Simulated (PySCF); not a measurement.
# What a mistake does to a calculation on C2Ge2H6

Calculated results; nothing here was measured. They come from PySCF 2.14.0, an open-source quantum chemistry program, on an isolated molecule that a program drew, which may never have been made. The molecule is C2Ge2H6 (charge 0, singlet), drawn as the SMILES string `[CH3][GeH]=[CH][GeH]`.

Each row is a Hartree-Fock (HF) and frozen-core CCSD(T) single point in the cc-pVDZ basis, meant for a local HF minimum. Run 1 is clean. Each other run has one planted mistake out of seven kinds, and not every kind appears here: one electron removed, one electron added, multiplicity raised by two, geometry at a saddle point, minimal basis STO-3G, one bond length entered in bohr, all coordinates scaled. The reference is restricted for singlets and unrestricted otherwise, and also for a bond in bohr. Adding or removing an electron swaps singlet and doublet. Electrons count all cores. HOMO and LUMO are orbital energies over both spins, the gradient is its largest component, and the lowest frequency (negative if imaginary) is given only where the gradient is small. Bond lengths are over the 9 bonds as drawn. T1 is the CCSD diagnostic: over 0.02 (restricted) or 0.045 (unrestricted) a single reference is doubtful. Germanium has the cc-pVDZ-PP basis, with a core potential (ECP10MDF) in place of its 10 inner electrons, and its 3s, 3p and 3d shells are frozen in CCSD(T).

Geometry of the clean run:
```xyz
10
C2Ge2H6, angstrom
C    -1.1496    0.7894    2.1020
Ge    0.5285    1.1394    3.0172
C     2.1058    1.5848    2.3054
Ge    2.5103    1.8330    0.4380
H    -1.4867   -0.2196    2.3483
H    -1.9039    1.4948    2.4569
H    -1.0352    0.8859    1.0250
H     0.3579    0.9844    4.5348
H     2.9086    1.7312    3.0250
H     1.0456    1.5066   -0.1082
```

```
run,electrons,basis functions,<S^2>,HOMO (eV),LUMO (eV),gradient (hartree/bohr),lowest frequency (cm^-1),mean bond (Å),longest bond (Å),T1,HF (hartree),CCSD(T) (hartree),mistake
1,82,104,0.000,-8.10,0.75,4.4e-05,92,1.4609,1.943,0.0136,-665.90872,-666.43572,no fault
2,81,104,0.781,-13.84,-5.84,5.0e-02,-,1.4609,1.943,0.0177,-665.65327,-666.15347,one electron removed
3,82,104,0.000,-7.92,0.42,5.5e-02,-,1.5938,2.120,0.0169,-665.84597,-666.39653,?
4,82,104,2.311,-6.54,-0.10,4.0e-02,-,1.4609,1.943,0.0372,-665.86620,-666.37314,?
```

**Which mistake was planted in run 3, and what did it cost?**

The mean and the longest bond both change by the same factor, 1.091, and the gradient is no longer small. So the mistake is: all coordinates scaled. Subtracting run 1 and multiplying by 627.51 kcal/mol a hartree, the energy moved by 39.4 kcal/mol in HF and 24.6 kcal/mol in CCSD(T).

**Which mistake was planted in run 4, and what did it cost?**

Electrons, basis and geometry are unchanged, and <S^2> is 2.311, beside S(S+1) = 2.00 for a multiplicity of 3. So the mistake is: multiplicity raised by two. Subtracting run 1 and multiplying by 627.51 kcal/mol a hartree, the energy moved by 26.7 kcal/mol in HF and 39.3 kcal/mol in CCSD(T).

